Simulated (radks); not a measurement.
Results of a calculation; reference values are marked as such.
Task: The table gives one normalised radial function P(r) = r R(r) of Ho+ in [Xe] 4f11 6s1 (r in bohr). Level of theory: scalar-relativistic Kohn-Sham, BLYP, spin-polarised, spherical densities, finite nucleus; open shells are filled with parallel spins first (spin-orbit coupling, left out, can overturn this in heavy ions); Fermi nuclear charge, rms radius 5.2022 fm (a radial shooting solver on a logarithmic mesh with Libxc functionals).

r         P
0.001387   0.0019
0.001615   0.0024
0.00188    0.0031
0.002188   0.0041
0.002548   0.0053
0.00299    0.0069
0.003481   0.0089
0.004052   0.0115
0.004717   0.0148
0.005491   0.0190
0.006393   0.0244
0.007502   0.0315
0.008734   0.0399
0.01017    0.0503
0.01184    0.0630
0.01378    0.0781
0.01604    0.0957
0.01882    0.1169
0.02192    0.1391
0.02551    0.1620
0.0297     0.1842
0.03458    0.2029
0.04058    0.2149
0.04724    0.2146
0.05499    0.1980
0.06402    0.1608
0.07453    0.1006
0.08676    0.0184
0.1018    -0.0847
0.1185    -0.1848
0.138     -0.2671
0.1606    -0.3087
0.187     -0.2889
0.2177    -0.1970
0.2555    -0.0304
0.2974     0.1633
0.3463     0.3424
0.4031     0.4520
0.4693     0.4481
0.5507     0.3046
0.6411     0.0579
0.7463    -0.2451
0.8689    -0.5413
1.011     -0.7736
1.178     -0.9049
1.382     -0.9221
1.609     -0.8387
1.873     -0.6911
2.18      -0.5177
2.538     -0.3520
2.955     -0.2160
3.467     -0.1142
4.037     -0.0545
4.699     -0.0224
5.471     -0.0078
6.369     -0.0022
7.414     -0.0005
8.701     -0.0001
10.13     0.0000
11.79     0.0000

Which n and l does it have? It may be an empty orbital.

Result: n = 5, l = 1: the number of nodes gives n - l - 1 = 3, the rise at small r (about r^(l+1), flatter next to the nucleus through relativity) gives l, and the extent must fit the shell. The curve is that of 5p down; the table hardly tells the two spins apart. 5p down: eigenvalue -31.666 eV, 3 radial nodes at r = 0.0894, 0.262, 0.661 bohr, <r> = 1.53 bohr, 90 % of the charge inside 2.26 bohr.
